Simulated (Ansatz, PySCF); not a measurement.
C$_{3}$H$_{9}$IOSi (SMILES CO[Si](C)(C)I), singlet, at a GFN2-xTB geometry (all electrons, no relativity). Base run: CASSCF(6,6)/STO-3G (PySCF).

The PySCF input:
```python
from pyscf import gto, scf, mcscf
import numpy

mol = gto.M(
    atom='''
C     2.640200   -0.533531   -0.842280
O     1.423653   -1.204430   -0.986294
Si   -0.084610   -0.620335   -0.975271
C    -0.468676    0.588419   -2.386208
C    -1.185532   -2.147149   -0.905965
I    -0.360895    0.694853    1.122176
H     2.624732    0.109078    0.042064
H     3.423583   -1.282505   -0.728288
H     2.849794    0.079588   -1.721591
H    -1.498413    0.930648   -2.346643
H    -0.314254    0.118358   -3.353865
H     0.168960    1.468315   -2.340037
H    -0.952910   -2.763552   -0.043711
H    -2.228150   -1.855484   -0.838007
H    -1.066565   -2.757978   -1.794355
''',
    basis='sto-3g',
    charge=0,
    spin=0,
    verbose=4,
)

mf = scf.RHF(mol)
mf.kernel()
mc = mcscf.CASSCF(mf, 6, 6)
mc.fix_spin_(ss=0.0)
mc.kernel()
occ = numpy.linalg.eigvalsh(mc.fcisolver.make_rdm1(mc.ci, mc.ncas, mc.nelecas))[::-1]
ss = mc.fcisolver.spin_square(mc.ci, mc.ncas, mc.nelecas)[0]
print('natural occupations', occ.round(4), ' <S^2>', round(ss, 4))
```

Programs used: Ansatz (an electronic-structure program), PySCF; a row that names a program was run with it.

Each row names what was changed in the base input (with any setting that the change needs).

```csv
change,ΔE vs base (mEh),natural occupations,<S^2> of the state,outcome
base,0.000,1.99 1.98 1.98 0.03 0.02 0.01,0.00,converged
"active space = 8 electrons, 6 orbitals",-,-,-,not converged
"active space = 4 electrons, 4 orbitals",2.968,1.98 1.98 0.02 0.02,0.00,converged
fix_spin_ = off,0.000,1.99 1.98 1.98 0.03 0.02 0.01,0.00,converged
code = ansatz,-15.060,-,-,converged
state_average = 2 states,13.514,-,-,converged
"active space = 2 electrons, 2 orbitals",22.136,1.98 0.02,0.00,converged
orbitals = fixed (CASCI); correction = SC-NEVPT2,-197.9,2.00 2.00 1.99 0.01 0.00 0.00,0.00,converged
orbitals = fixed (CASCI),30.376,2.00 2.00 1.99 0.01 0.00 0.00,0.00,converged
"active space = 6 electrons, 7 orbitals",-,-,-,not converged
"active space = 2 electrons, 4 orbitals",21.279,1.98 0.02 0.00 0.00,0.00,converged
```

Active orbitals are taken around the Fermi level unless the row says otherwise; CASSCF can end in different local minima, and two programs can end on different orbitals. State-averaged rows give the lowest state.
